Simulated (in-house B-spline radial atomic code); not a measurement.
**LDA VWN5 excitations of Ar8+**

Method: LDA VWN5. Computed with an all-electron radial atomic-structure program (B-spline basis): linear response of the closed shell [He] 2s2 2p6 with the functional's adiabatic kernel; non-relativistic, point nucleus, no spin-orbit coupling, no double excitations, S, P, D and F terms only. Only terms of natural parity with L up to 3 were computed.

Command:
```bash
python run_td.py task.json out
```
Settings (radii: box in bohr, nucleus in fm):
```
Z                        18
electrons                10
configuration            [He] 2s2 2p6
hamiltonian              nr
method                   lda,vwn
box_radius               11.59
intervals                50
```

Cost of the run: 0.1 s on 1 thread of Intel(R) Xeon(R) Platinum 8559C (Emerald Rapids), with other jobs on the host.

The lowest states, in the order of their Tamm-Dancoff energies; the method's threshold (minus the highest occupied level) is 394.74 eV. Labels give the largest channel, * marks a mixed state, and oscillator strengths are full-response dipole values. Semilocal kernels can invert the small singlet-triplet splittings of Rydberg terms. Energies in eV:

| state | full response | Tamm-Dancoff | oscillator strength |
| --- | --- | --- | --- |
| 2p → 3s 3P | 243.67 | 243.68 | - |
| 2p → 3s 1P | 245.18 | 245.22 | 0.198 |
| 2p → 3p 3S | 258.71 | 258.75 | - |
| 2p → 3p 3D | 260.29 | 260.30 | - |
| 2p → 3p 1D | 261.43 | 261.43 | - |
| 2p → 3p 1S | 270.58 | 271.21 | - |
| 2p → 3d 3P | 282.89 | 282.90 | - |
| 2p → 3d 3F | 283.45 | 283.46 | - |
| 2p → 3d 1F | 284.35 | 284.35 | - |
| 2p → 3d 1P | 288.83 | 289.03 | 1.79 |
| 2s → 3s 3S | 306.31 | 306.32 | - |
| 2s → 3s 1S | 309.79 | 309.96 | - |
| 2p → 4s 3P | 320.53 | 320.54 | - |
| 2p → 4s 1P | 321.00 | 321.01 | 0.015 |
| 2s → 3p 3P | 323.27 | 323.27 | - |
| 2s → 3p 1P | 324.43 | 324.44 | 0.374 |
| 2p → 4p 3S | 326.32 | 326.33 | - |
| 2p → 4p 3D | 326.75 | 326.75 | - |
| 2p → 4p 1D | 327.12 | 327.12 | - |
| 2p → 4p 1S | ? | ? | - |
| 2p → 4d 3P | ? | ? | - |
| 2p → 4d 3F | 335.10 | 335.11 | - |

Problem. Where does 2p → 4p 1S lie?

Solution. At 330.62 eV in full response, 330.92 eV in Tamm-Dancoff.

Problem. Where does 2p → 4d 3P lie?

Solution. At 334.93 eV in full response, 334.94 eV in Tamm-Dancoff.

Problem. How large is the singlet-triplet splitting of 2p → 3s (P terms) in Tamm-Dancoff?

Solution. 1.54 eV, from the unrounded values.

Problem. What polarisabilities and dispersion coefficient does the method give?

Solution. Dipole 0.03849 bohr³, quadrupole 0.0116 bohr⁵, C6 0.01434 hartree·bohr⁶ for two such species.
